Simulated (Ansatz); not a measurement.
Coupled-cluster diagnostics for the cluster Mg4H3, Ansatz.

Geometry of the doublet (r2SCAN-D4/def2-TZVP):

| atom | x (Å) | y (Å) | z (Å) |
| --- | --- | --- | --- |
| Mg1 | 0.478 | 1.541 | -0.786 |
| Mg2 | -0.960 | -1.365 | 0.661 |
| Mg3 | 1.528 | 0.127 | 1.773 |
| Mg4 | 1.656 | -1.317 | -0.998 |
| H5 | 0.357 | 3.052 | -1.588 |
| H6 | -0.750 | 0.294 | -0.155 |
| H7 | -2.309 | -2.332 | 1.094 |

Correlated methods freeze 4 core orbitals; core or outer-core shells of Mg are correlated, in sets that lack core-valence functions. The structure comes from a short search, and lower isomers may exist.

Geometry of the charge 0 quartet (r2SCAN-D4/def2-TZVP):

| atom | x (Å) | y (Å) | z (Å) |
| --- | --- | --- | --- |
| Mg1 | -0.354 | -0.878 | 1.290 |
| Mg2 | -0.025 | 1.417 | -0.744 |
| Mg3 | -0.254 | -1.656 | -1.910 |
| Mg4 | 2.149 | -1.074 | -0.863 |
| H5 | -0.759 | -1.716 | 2.734 |
| H6 | -0.673 | 0.918 | 0.927 |
| H7 | -0.083 | 2.989 | -1.434 |

Estimate the CCSD(T) correlation energy, the shares of MP2 and (T), T1 and the reference's ⟨S²⟩ for: charge 0, doublet, own geometry in def2-SVP; charge 0, quartet, own geometry in def2-SVP; and the rough time on 4 threads of Arm Neoverse V2 on a shared host.


| state | basis | correlation (eV) | MP2 share (%) | (T) share (%) | T1 | ⟨S²⟩ (pure) | wall time | remarks |
| --- | --- | --- | --- | --- | --- | --- | --- | --- |
| charge 0, doublet, own geometry | def2-SVP | -6.136 | 75.1 | 3.9 | 0.025 | 0.96 (0.75) | 26 s | spin-contaminated (⟨S²⟩ 0.96) |
| charge 0, quartet, own geometry | def2-SVP | -5.601 | 76.8 | 3.7 | 0.016 | 3.81 (3.75) | 25 s | – |
Customary marks for T1 are 0.02 (closed shells), 0.045 (open shells) and about 0.05 (3d metals). T1 exceeds 0.02 in 1 of 2 rows and 0.045 in 0; the higher it lies, the less the single-reference result can be trusted.
